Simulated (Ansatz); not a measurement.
C5H15BSi (SMILES CB(C)[Si](C)(C)C), singlet, at a GFN2-xTB geometry; SC-NEVPT2/STO-3G, CASSCF(4,3) in Ansatz (a program for electronic structure).

The Ansatz input:
Ansatz 0.2 input:
```yaml
crystal:
  periodic: [false, false, false]
  atoms:
    - {symbol: B, position_ang: [0.79056074, -0.38128774, 1.03794426]}
    - {symbol: C, position_ang: [0.52667659, -1.72589172, 1.81501761]}
    - {symbol: H, position_ang: [0.21843946, -2.54601419, 1.16942588]}
    - {symbol: H, position_ang: [-0.30984664, -1.55722824, 2.49643245]}
    - {symbol: H, position_ang: [1.36014107, -2.06780651, 2.42619404]}
    - {symbol: C, position_ang: [1.97306148, 0.54405040, 1.51521044]}
    - {symbol: H, position_ang: [2.82047069, 0.36977897, 0.84894732]}
    - {symbol: H, position_ang: [2.32608897, 0.34517215, 2.52561170]}
    - {symbol: H, position_ang: [1.75172822, 1.60680252, 1.43494717]}
    - {symbol: Si, position_ang: [-0.35232978, 0.15855149, -0.48657683]}
    - {symbol: C, position_ang: [0.59646219, 1.14043179, -1.83610023]}
    - {symbol: C, position_ang: [-1.78181476, 1.30585826, 0.09305236]}
    - {symbol: C, position_ang: [-1.19024844, -1.31017131, -1.39392390]}
    - {symbol: H, position_ang: [-0.06001500, 1.45043930, -2.64359275]}
    - {symbol: H, position_ang: [1.05060213, 2.03615777, -1.42315177]}
    - {symbol: H, position_ang: [1.39248857, 0.54479376, -2.27362527]}
    - {symbol: H, position_ang: [-1.39782649, 2.20149610, 0.57242130]}
    - {symbol: H, position_ang: [-2.42525724, 0.80326061, 0.80923333]}
    - {symbol: H, position_ang: [-2.40237922, 1.62057654, -0.74044343]}
    - {symbol: H, position_ang: [-1.82785136, -1.87538200, -0.72053387]}
    - {symbol: H, position_ang: [-0.45332043, -1.99810112, -1.79859859]}
    - {symbol: H, position_ang: [-1.80847199, -0.97289256, -2.22045097]}
basis:
  gaussian:
    orbitals: STO-3G
magnetization: {spin_polarized: false}
correlation: {method: sc_nevpt2, electrons: all, active_space: {window: {electrons: 4, orbitals: 3}}}
```

It wrote (shortened):

```
Functional definition: HF
720 factors; integrals over basis functions are off by at most 8.9e-5 eV
mean field evaluation 1: about -13762.3891 eV, gradient 1.8e1 eV
mean field evaluation 2: about -13762.6604 eV, gradient 1.8e1 eV
mean field evaluation 4: about -13764.0372 eV, gradient 6.6e-1 eV
mean field evaluation 8: about -13764.0376 eV, gradient 2.9e-6 eV
mean field -13764.03759372 eV, -505.8190519694 hartree, gradient 1.3e-6 eV, S^2 0.000000; 0 other end points of the search recorded, 0 dependent functions left out
reference -13764.03759372 eV, -505.8190519694 hartree; 32, 32 occupied and 22, 22 virtual orbitals, 720 factors
state -13764.46889760 eV, -505.8349020946 hartree
state -13764.46889760 eV, -505.8349020946 hartree; corrected -13773.22784911 eV, -506.1567876257 hartree
state -13764.40545438 eV, -505.8325705992 hartree
state -13764.40545438 eV, -505.8325705992 hartree; corrected -13773.21727597 eV, -506.1563990698 hartree
state -13764.46889760 eV, -505.8349020946 hartree; corrected -13773.22784911 eV, -506.1567876257 hartree
state -13764.33365314 eV, -505.8299319526 hartree
state -13764.33365314 eV, -505.8299319526 hartree; corrected -13773.18735649 eV, -506.1552995491 hartree
state -13764.46889760 eV, -505.8349020946 hartree; corrected -13773.22784911 eV, -506.1567876257 hartree
2 active orbitals were swapped for others, from the solution at -13764.40544180 eV, -505.8325701370 hartree to that at -13764.41251833 eV, -505.8328301948 hartree; typed "places" are swapped only where nearly empty or full, and so, without "given_window_search", are "orbital_numbers", "shells" and a window whose orbitals a file names under [Active]
2 active orbitals were swapped for others, from the solution at -13764.41251833 eV, -505.8328301947 hartree to that at -13764.46889513 eV, -505.8349020039 hartree; typed "places" are swapped only where nearly empty or full, and so, without "given_window_search", are "orbital_numbers", "shells" and a window whose orbitals a file names under [Active]
Total energy: -13773.22784911 eV, -506.1567876257 hartree
```
